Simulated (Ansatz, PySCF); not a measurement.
System: sum formula BNH2Cl2 (charge 0, singlet). 
Structure (B3LYP-D3(BJ)/def2-TZVP (Ansatz, a quantum-chemistry and plane-wave program) minimum search):
```
B
N 1 1.3854
H 2 1.0060 1 122.41
H 2 1.0060 3 115.18 1 180.00
Cl 1 1.7704 2 120.26 3 180.00
Cl 1 1.7704 2 120.26 3 0.00
```

PBE beside other levels, property by property. Correlated levels leave the core frozen unless marked. UHF or UKS for open shells. Spin-orbit coupling is left out. No relativistic terms. CBS(X,Y): correlation extrapolated as X^-3; Hartree-Fock from the larger set (for Q and 5 zeta extrapolated as (X+1)exp(-9√X)). Rows marked 298 K are enthalpies with B3LYP-D3(BJ) harmonic zero-point and thermal terms from PySCF. Atomisation energies are electronic, to ground-state atoms; the column to compare with has the core term from cc-pwCVTZ added, other frozen-core levels have none. Vertical energies are electronic, to the SCF solution reached for that spin. Anions need diffuse functions, of which def2-TZVPD holds fewer than the aug- sets. The coupled-cluster column (Ansatz) is a level with limits of its own: (a) CCSD(T)/CBS(aug-cc-pV(T+d)Z,aug-cc-pV(Q+d)Z); (b) CCSD(T)/CBS(cc-pV(T+d)Z,cc-pV(Q+d)Z); (c) CCSD(T)/CBS(cc-pV(Q+d)Z,cc-pV(5+d)Z).

| property | PBE/def2-TZVPD (Ansatz) | SVWN5/def2-TZVPD (Ansatz) | r2SCAN/def2-TZVPD (Ansatz) | r2SCAN-D4/def2-TZVPD (Ansatz + dftd4) | coupled cluster |
|---|---|---|---|---|---|
| vertical triplet-singlet gap (eV) | 5.94 | 6.07 | 6.04 | 6.04 | 6.75 (a) |
| atomisation energy (kcal/mol) | 540.9 | 610.6 | 530.6 | 531.3 | 528.4 (c) |
| vertical ionisation energy to the doublet (eV) | 10.42 | 10.62 | 10.58 | 10.58 | 11.20 (a) |
| B-N bond dissociation enthalpy, 298 K, to Cl[B]Cl + [NH2] (NH2) (kcal/mol) | 130.9 | 152.5 | 127.3 | 127.7 | 135.8 (b) |
| H-N bond dissociation enthalpy, 298 K, to [NH]B(Cl)Cl + H atom (kcal/mol) | 113.3 | 128.1 | 112.4 | 112.5 | 119.8 (c) |
| deprotonation enthalpy (H-N bond), 298 K, to [NH-]B(Cl)Cl + H+ (kcal/mol) | 354.2 | 349.4 | 357.1 | 357.0 | 356.4 (a) |

As the rows show:
- vertical triplet-singlet gap: PBE lies 0.81 eV below coupled cluster.
- atomisation energy: PBE lies 12.5 kcal/mol above coupled cluster.
- vertical ionisation energy to the doublet: PBE lies 0.78 eV below coupled cluster.
- B-N bond dissociation enthalpy, 298 K, to Cl[B]Cl + [NH2] (NH2): PBE lies 4.9 kcal/mol below coupled cluster.
- H-N bond dissociation enthalpy, 298 K, to [NH]B(Cl)Cl + H atom: PBE lies 6.5 kcal/mol below coupled cluster.
- deprotonation enthalpy (H-N bond), 298 K, to [NH-]B(Cl)Cl + H+: PBE lies 2.2 kcal/mol below coupled cluster.
